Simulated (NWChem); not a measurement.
System: hydrogen selenide (H₂Se); SMILES [SeH2]

NWChem input:

```
start job
memory heap 200 mb stack 900 mb global 1100 mb
geometry units angstroms noautosym nocenter noautoz
  Se     0.000000     0.000000     0.082019
  H      1.053845     0.000000    -0.961689
  H     -1.053845     0.000000    -0.961689
end
basis spherical
  * library pcsseg-0
end
dft
  xc b3lyp
  iterations 150
end
property
  shielding 2 1 2
end
task dft property
```

NWChem printed, in part:

```
             Northwest Computational Chemistry Package (NWChem) 7.3.0
             --------------------------------------------------------

                             Geometry "geometry" -> ""
                             -------------------------

 Output coordinates in angstroms (scale by  1.889725989 to convert to a.u.)

  No.       Tag          Charge          X              Y              Z
 ---- ---------------- ---------- -------------- -------------- --------------
    1 Se                  34.0000     0.00000000     0.00000000     0.08201900
    2 H                    1.0000     1.05384500     0.00000000    -0.96168900
    3 H                    1.0000    -1.05384500     0.00000000    -0.96168900

 Effective nuclear repulsion energy (a.u.)      24.5119782789

                              NWChem Property Module
                              ----------------------

  itol2e modified to match energy
  convergence criterion.

                                 NWChem DFT Module
                                 -----------------

 Summary of "ao basis" -> "ao basis" (spherical)
 ------------------------------------------------------------------------------
       Tag                 Description            Shells   Functions and Types
 ---------------- ------------------------------  ------  ---------------------
 Se                         pcsseg-0                11       25   5s5p1d
 H                          pcsseg-0                 2        2   2s

  itol2e modified to match energy
  convergence criterion.

            General Information
            -------------------
          SCF calculation type: DFT
          Wavefunction type:  closed shell.
          No. of atoms     :     3
          No. of electrons :    36
           Alpha electrons :    18
            Beta electrons :    18
          Charge           :     0
          Spin multiplicity:     1
          Use of symmetry is: off; symmetry adaption is: off
          Maximum number of iterations: 150
          AO basis - number of functions:    29
                     number of shells:    15
          Convergence on energy requested:  1.00D-07
          Convergence on density requested:  1.00D-05
          Convergence on gradient requested:  5.00D-04

              XC Information
              --------------
                         B3LYP Method XC Potential
                     Hartree-Fock (Exact) Exchange  0.200
                        Slater Exchange Functional  0.800 local
                    Becke 1988 Exchange Functional  0.720 non-local
              Lee-Yang-Parr Correlation Functional  0.810
                  VWN I RPA Correlation Functional  0.190 local

             Grid Information
             ----------------
          Grid used for XC integration:  fine
          Radial quadrature: Mura-Knowles
          Angular quadrature: Lebedev.
          Tag              B.-S. Rad. Rad. Pts. Rad. Cut. Ang. Pts.
          ---              ---------- --------- --------- ---------
          Se                  1.15      140           7.0       974
          H                   0.35       60           8.0       590
          Grid pruning is: on
          Number of quadrature shells:   260
          Spatial weights used:  Erf1

      Superposition of Atomic Density Guess
      -------------------------------------

 Sum of atomic energies:       -2398.05293218

      Non-variational initial energy
      ------------------------------

 Total energy =   -2398.202856
 1-e energy   =   -3389.471337
 2-e energy   =     966.756502
 HOMO         =      -0.280424
 LUMO         =       0.087237

   convergence    iter        energy       DeltaE   RMS-Dens  Diis-err
 ---------------- ----- ----------------- --------- --------- ---------
 d= 0,ls=0.0,diis     1  -2400.0430283405 -2.42D+03  2.22D-02  3.57D-01
 d= 0,ls=0.0,diis     2  -2400.0644507499 -2.14D-02  1.13D-02  2.25D-02
 d= 0,ls=0.0,diis     3  -2400.0679788614 -3.53D-03  4.60D-03  9.05D-03
 d= 0,ls=0.0,diis     4  -2400.0696474435 -1.67D-03  4.39D-04  1.27D-04
 d= 0,ls=0.0,diis     5  -2400.0696595585 -1.21D-05  3.07D-05  3.90D-07
 d= 0,ls=0.0,diis     6  -2400.0696596146 -5.61D-08  1.48D-06  3.35D-10

         Total DFT energy =    -2400.069659614567
      One electron energy =    -3390.833869955416
           Coulomb energy =     1054.093288244372
    Exchange-Corr. energy =      -87.841056182415
 Nuclear repulsion energy =       24.511978278893

 Numeric. integr. density =       36.000000052423

                       DFT Final Molecular Orbital Analysis
                       ------------------------------------

 Vector   16  Occ=2.000000D+00  E=-4.259862D-01
              MO Center=  2.8D-09,  1.1D-10, -4.8D-01, r^2= 1.9D+00
   Bfn.  Coefficient  Atom+Function         Bfn.  Coefficient  Atom+Function
  ----- ------------  ---------------      ----- ------------  ---------------
    18      0.377656  1 Se px                26      0.275355  2 H  s
    28     -0.275355  3 H  s                 15      0.272242  1 Se px
    27      0.227125  2 H  s                 29     -0.227125  3 H  s
    12     -0.182041  1 Se px                 9     -0.086711  1 Se px
     6      0.078690  1 Se px                24     -0.036366  1 Se d  1

 Vector   17  Occ=2.000000D+00  E=-3.506577D-01
              MO Center=  6.8D-10,  1.7D-09,  1.3D-01, r^2= 1.9D+00
   Bfn.  Coefficient  Atom+Function         Bfn.  Coefficient  Atom+Function
  ----- ------------  ---------------      ----- ------------  ---------------
    20      0.477238  1 Se pz                 5      0.382372  1 Se s
     3     -0.312685  1 Se s                  4      0.312569  1 Se s
    17      0.268914  1 Se pz                26     -0.188378  2 H  s
    28     -0.188378  3 H  s                 14     -0.186607  1 Se pz
    27     -0.183287  2 H  s                 29     -0.183287  3 H  s

 Vector   18  Occ=2.000000D+00  E=-2.456077D-01
              MO Center=  1.7D-10,  2.0D-09,  8.2D-02, r^2= 1.6D+00
   Bfn.  Coefficient  Atom+Function         Bfn.  Coefficient  Atom+Function
  ----- ------------  ---------------      ----- ------------  ---------------
    19      0.789571  1 Se py                16      0.338264  1 Se py
    13     -0.237843  1 Se py                10     -0.119657  1 Se py
     7      0.105917  1 Se py

 Vector   19  Occ=0.000000D+00  E= 8.452640D-03
              MO Center= -4.8D-08,  9.4D-11, -4.6D-01, r^2= 3.0D+00
   Bfn.  Coefficient  Atom+Function         Bfn.  Coefficient  Atom+Function
  ----- ------------  ---------------      ----- ------------  ---------------
    18      1.080875  1 Se px                27     -0.853376  2 H  s
    29      0.853376  3 H  s                 26     -0.223872  2 H  s
    28      0.223872  3 H  s                 15      0.221031  1 Se px
    12     -0.171286  1 Se px                 9     -0.090837  1 Se px
     6      0.078562  1 Se px                24      0.048415  1 Se d  1

 Vector   20  Occ=0.000000D+00  E= 2.019006D-02
              MO Center=  4.6D-08, -4.5D-10, -7.7D-01, r^2= 3.3D+00
   Bfn.  Coefficient  Atom+Function         Bfn.  Coefficient  Atom+Function
  ----- ------------  ---------------      ----- ------------  ---------------
    20     -1.010797  1 Se pz                27     -0.983405  2 H  s
    29     -0.983405  3 H  s                  5      0.924262  1 Se s
     4      0.325536  1 Se s                  3     -0.294467  1 Se s
    17     -0.196804  1 Se pz                26     -0.152568  2 H  s
    28     -0.152568  3 H  s                 14      0.148415  1 Se pz

 Vector   21  Occ=0.000000D+00  E= 4.395256D-01
              MO Center= -4.2D-09, -6.2D-09,  1.7D-01, r^2= 2.9D+00
   Bfn.  Coefficient  Atom+Function         Bfn.  Coefficient  Atom+Function
  ----- ------------  ---------------      ----- ------------  ---------------
     5      3.074651  1 Se s                  4     -2.529659  1 Se s
     3      0.766689  1 Se s                 27     -0.727625  2 H  s
    29     -0.727625  3 H  s                 20     -0.515505  1 Se pz
     2     -0.272719  1 Se s                 17     -0.124423  1 Se pz
    26     -0.077143  2 H  s                 28     -0.077143  3 H  s

     Multipole analysis of the density
     ---------------------------------

     L   x y z        total         alpha         beta         nuclear
     -   - - -        -----         -----         ----         -------
     0   0 0 0     -0.000000    -18.000000    -18.000000     36.000000

     1   1 0 0     -0.000000     -0.000000     -0.000000      0.000000
     1   0 1 0     -0.000000     -0.000000     -0.000000      0.000000
     1   0 0 1     -0.547890     -1.091505     -1.091505      1.635119

     2   2 0 0    -13.333115    -10.632543    -10.632543      7.931972
     2   1 1 0     -0.000000     -0.000000     -0.000000      0.000000
     2   1 0 1      0.000000      0.000000      0.000000      0.000000
     2   0 2 0    -16.192379     -8.096190     -8.096190      0.000000
     2   0 1 1      0.000000      0.000000      0.000000      0.000000
     2   0 0 2    -14.111939    -10.767044    -10.767044      7.422148

          -----------------------------------------
          Chemical Shielding Tensors (GIAO, in ppm)
          -----------------------------------------

                                NWChem CPHF Module
                                ------------------

  scftype          =     RHF
  nclosed          =       18
  nopen            =        0
  variables        =      198
  # of vectors     =        3
  tolerance        = 0.10D-03
  level shift      = 0.00D+00
  max iterations   =       50
  max subspace     =       30

 SCF residual:    2.3227852528879593E-006

Iterative solution of linear equations
  No. of variables      198
  No. of equations        3
  Maximum subspace       30
        Iterations       50
       Convergence  1.0D-04

   iter   nsub   residual    time
   ----  ------  --------  ---------
     1      3    3.25D-01       1.7
     2      6    9.90D-03       1.9
     3      9    1.63D-04       2.2
     4     12    6.54D-06       2.4

      Atom:    1  Se
        Diamagnetic
   2998.0175      0.0000     -0.0000
      0.0000   2988.1146     -0.0000
     -0.0000     -0.0000   2995.8960

        Paramagnetic
   -620.5115     -0.0000      0.0000
     -0.0000  -1003.2206      0.0000
      0.0000      0.0000  -1374.5049

        Total Shielding Tensor
   2377.5060     -0.0000      0.0000
     -0.0000   1984.8940      0.0000
      0.0000      0.0000   1621.3911

           isotropic =    1994.5970
          anisotropy =     574.3635

          Principal Components and Axis System
                 1           2           3
             2377.5060   1984.8940   1621.3911

      1         1.0000      0.0000     -0.0000
      2        -0.0000      1.0000     -0.0000
      3         0.0000      0.0000      1.0000

      Atom:    2  H
        Diamagnetic
     34.6262      0.0000    -11.4568
      0.0000     20.8010      0.0000
    -11.4568      0.0000     33.0922

        Paramagnetic
      2.9484     -0.0000      3.5180
     -0.0000      2.4910     -0.0000
      3.5180     -0.0000      1.3034

        Total Shielding Tensor
     37.5745     -0.0000     -7.9389
     -0.0000     23.2920     -0.0000
     -7.9389     -0.0000     34.3957

           isotropic =      31.7541
          anisotropy =      18.4911

          Principal Components and Axis System
                 1           2           3
               44.0815     27.8887     23.2920

      1         0.7734      0.6339      0.0000
      2         0.0000     -0.0000      1.0000
      3        -0.6339      0.7734      0.0000
```

Level: B3LYP/pcSseg-0, GIAO. Structure relaxed at the PBE-D3(BJ)/def2-SVP level. The printed shielding anisotropy is the first printed principal value minus the mean of the other two.
